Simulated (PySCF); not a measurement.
B3LYP has the VWN-RPA correlation part, as in Gaussian. Delta-SCF ions had no search for a lower state. Excitations are Tamm–Dancoff values on a coarser integration grid. The basis has no diffuse functions, so Rydberg states are missing or too high.

# H$_{4}$O$_{4}$Sn, SMILES `[OH][Sn]([OH])([OH])[OH]` (charge 0, multiplicity 1)

These are PySCF with B3LYP-D3(BJ)/def2-TZVP // PBE0-D4/def2-SVP values and carry that method's errors.

| Quantity | Value |
|---|---|
| HOMO | -8.87 eV |
| dipole moment | 0.001 e·Å |
| HOMO–LUMO gap | 6.65 eV |
| LUMO | -2.21 eV |
| S1 excitation (TDA) | 5.45 eV |
| S1 oscillator strength | 0.019 |
| brightest of the four lowest singlets (TDA) | 5.80 eV |
| T1 excitation (TDA) | 4.96 eV |
| S1–T1 gap (TDA) | 0.49 eV |
| vertical ionisation energy (Delta-SCF) | 11.10 eV |
| total energy | -517.9011 Ha |
| cost | very roughly 2.4 core-minutes |

```xyz
9

O      0.1639     0.0508     1.9577
Sn     0.0004    -0.0005    -0.0001
O      1.8260    -0.2041    -0.6988
O     -1.0429    -1.4898    -0.7458
O     -0.9473     1.6430    -0.5133
H      0.9366    -0.4457     2.2557
H      1.8235    -0.6480    -1.5563
H     -1.9774    -1.2583    -0.8197
H     -0.7828     2.3525     0.1207
```
